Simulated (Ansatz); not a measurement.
Species: ZrF₂ (charge 0, triplet). The spin state was set by rule; other spins were not relaxed. 
Structure (B3LYP-D3(BJ)/def2-TZVP (Ansatz, a quantum-chemistry and plane-wave program) minimum search):
```xyz
3

Zr     0.2137    -0.0001    -0.0501
F     -0.7420     1.3521    -1.0313
F     -0.2075    -1.3518     1.2538
```
Charge 0, spin multiplicity 3.

Total electronic energies in hartree. Correlated levels leave the core frozen unless marked. Open shells are spin-unrestricted. Spin-orbit coupling is left out. The frozen core is the preceding noble-gas configuration, with the filled d and f shells of earlier blocks. In def2 rows, elements after Kr have scalar-relativistic effective core potentials. STO-3G rows are all-electron and non-relativistic. Basis-set limits of correlation are two-point, X^-3; Hartree-Fock from the larger set. The bracket is a focal-point correction in the basis named.

| level | program | energy (Eh) |
|---|---|---|
| HF/def2-TZVPP | Ansatz | -245.63113 |
| RI-HF/def2-QZVPP | Ansatz | -245.64322 |
| RI-HF/def2-QZVPPD | Ansatz | -245.64348 |
| BLYP-D3(BJ)/def2-TZVPD | Ansatz + dftd3 | -246.89088 |
| BLYP-D4/def2-TZVPD | Ansatz + dftd4 | -246.89146 |
| r2SCAN/def2-TZVPD | Ansatz | -246.86621 |
| B3LYP-D3(BJ)/def2-TZVPD | Ansatz + dftd3 | -246.94191 |
| B3LYP-D4/def2-TZVPD | Ansatz + dftd4 | -246.94215 |
| PBE0/STO-3G | Ansatz | -3701.32781 |
| CAM-B3LYP-D3(BJ)/def2-TZVPD | Ansatz + dftd3 | -246.84105 |
| CAM-B3LYP/def2-TZVPD | Ansatz | -246.84008 |
| LC-wPBE-D3(BJ)/def2-TZVPD | Ansatz + dftd3 | -246.82793 |
| LC-wPBE-D4/def2-TZVPD | Ansatz + dftd4 | -246.82841 |
| B2PLYP-D4/def2-TZVPD | Ansatz + dftd4 | -246.66574 |
| MP2/def2-TZVPPD | Ansatz | -246.21528 |
| RI-MP2/def2-TZVPPD | Ansatz | -246.21519 |
| RI-MP2/CBS(def2-TZVPPD,def2-QZVPPD) | Ansatz | -246.3123 |
| CCSD/def2-SVP | Ansatz | -245.80174 |
| CCSD/def2-TZVPP | Ansatz | -246.20642 |
| CCSD(T)/def2-TZVPPD | Ansatz | -246.23154 |
| RI-MP2/CBS(def2-TZVPP,def2-QZVPP)+[CCSD(T)-MP2]/def2-SVP | Ansatz | -246.3240 |
| RI-MP2/CBS(def2-TZVPPD,def2-QZVPPD)+[CCSD(T)-MP2]/def2-SVPD | Ansatz | -246.3249 |
| RI-MP2/CBS(def2-TZVPPD,def2-QZVPPD)+[CCSD(T)-MP2]/def2-TZVPPD | Ansatz | -246.3286 |

Totals of different functionals don't rank their quality; only differences between species are comparable.
